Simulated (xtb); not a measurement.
H3GeO3 (SMILES [OH][Ge]([OH])[OH]), doublet, at a GFN2-xTB geometry. Base run: GFN2-xTB (xtb).

Input for xtb:
```
$ xtb mol.xyz --gfn 2 --uhf 1 --json

# file mol.xyz
7

O     -0.89026396    -1.04649341    -0.98157779
Ge    -0.13561324    -0.04736149     0.31044063
O     -0.26136974     1.64159635    -0.29675013
O      1.61904039    -0.43186608     0.20835849
H     -1.66282753    -0.65193226    -1.38205149
H      0.45348446     2.21223983    -0.02059503
H      1.80971341    -1.35063456     0.02830177
```

Each row names what was changed in the base input (with any setting that the change needs).

```csv
change,ΔE vs base (kcal/mol),dipole (D),SCF cycles
base,0.000,1.09,11
etemp = 5000,-1.78,0.86,11
alpb = dmf,-14.30,1.05,11
file = coord,0.000,1.09,11
etemp = 3000,-0.152,1.06,11
```

ALPB and GBSA are two models with their own fitted parameters for each solvent, which aren't always the measured dielectric constant.
